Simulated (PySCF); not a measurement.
# How methods differ on the ionisation energy of Xe(2+)

Xe(2+) [Kr] 4d10 5s2 5p4 (3P) → Xe(3+) [Kr] 4d10 5s2 5p3 (4S), as a difference of total energies. Calculation: PySCF 2.14, in aug-cc-pV5Z-PP with ECP28MDF (8s8p6d4f3g2h, 139 functions); a scalar-relativistic core potential. Correlated levels: valence: 4s2 4p6 4d10 frozen. The calculations carry no spin-orbit coupling.

| method | ionisation energy (eV) | difference from reference (eV) |
| --- | --- | --- |
| UHF | 29.372 | -1.678 |
| LDA | 30.821 | -0.229 |
| PBE | 30.482 | -0.568 |
| PBE0 | 30.504 | -0.546 |
| r2SCAN | 30.525 | -0.525 |
| BLYP | 30.488 | -0.562 |
| M06-L | 30.257 | -0.793 |
| revPBE | 30.387 | -0.663 |
| MP2 (valence) | 30.194 | -0.856 |
| SCS-MP2 (valence) | 30.296 | -0.754 |

Reference: 31.05 ± 0.04 eV (semi-empirical (NIST evaluation); NIST Atomic Spectra Database, ionization energies).

The reference lies between the lowest fine-structure levels, while these numbers refer to the centres of the terms.
